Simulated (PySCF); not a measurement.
Vertical excitations of a molecule C3H5, multiplicity 2 from TDA-ωB97X/def2-SVPD run with PySCF 2.14.0, as energy in eV (oscillator strength): 3.01 (0.001), 4.88 (0.000), 4.88 (0.002), 7.00 (0.014), 7.16 (0.012), 7.45 (0.023), 7.89 (0.019), 8.00 (0.054), 8.16 (0.019), 8.21 (0.159). Geometry optimised at PBE0-D3(BJ)/def2-TZVP. One conformer was computed; it need not be the lowest.

Which structure fits?
A. [CH]=CC
B. C=[C]C
C. [CH2]C=C

A, [CH]=CC
